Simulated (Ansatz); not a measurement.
Harmonic frequencies (cm⁻¹) at PBE0-D4/def2-TZVP from Ansatz: 255, 326, 500, 544, 575, 659, 827, 886, 928, 985, 1056, 1210, 1406, 1827, 2197, 3127, 3218, 3397.

Each molecule was computed in one conformer, which needn't be the lowest.

(1) Which molecule is it?
A. `[SiH3]C(Cl)I`
B. `O[CH2][SnH3]`
C. `O[SiH2][TeH]`
D. `N=C1C[AsH]1`

Results:

(1) D.
